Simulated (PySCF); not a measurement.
Coordinates in bohr (charge 1 multiplicity 2):
```
O     0.0000   -1.0532   -1.6667
Pb    0.0000   -0.1975    2.9400
Pb    3.9287    0.1323   -1.3990
Pb   -3.9287    0.1323   -1.3990
```

Level of theory: PySCF, UB3LYP, basis O def2-SVP, Pb def2-SVP with ECP60 (scalar-relativistic core potentials, no spin–orbit coupling, density fitting).

This geometry of Pb₃O⁺ is a stationary point at this level.

(1) What is the point group?

(2) Is it a minimum?

(3) What are the dipole moment and the gap between the highest occupied and lowest empty levels of either spin?

(4) Give the atomic charges and bond orders.

(5) Give the ideal-gas entropy at 298.15 K and 1 bar by parts.

Results:

(1) Cs.

(2) Yes: all harmonic wavenumbers are real.

(3) 1.40 D about the centre of mass and 1.48 eV.

(4) 
```csv
atom,Mulliken,Löwdin,polar tensor,spin (Mulliken),Mayer order to O1
O1,-0.67,-0.43,-0.21,0.15,–
Pb2,0.26,0.23,0.02,0.53,0.49
"Pb3,4",0.71,0.60,0.60,0.16,0.76
```
Other Mayer orders above 0.3: Pb–Pb 0.34, Pb–Pb 0.81 (×2).

(5) translation 189.4, rotation 139.8, vibration 66.0, spin 5.8; total 401.1 J/(mol K).

Other isomers or separated fragments may lie lower. Spin–orbit coupling, left out here, can matter for elements this heavy.
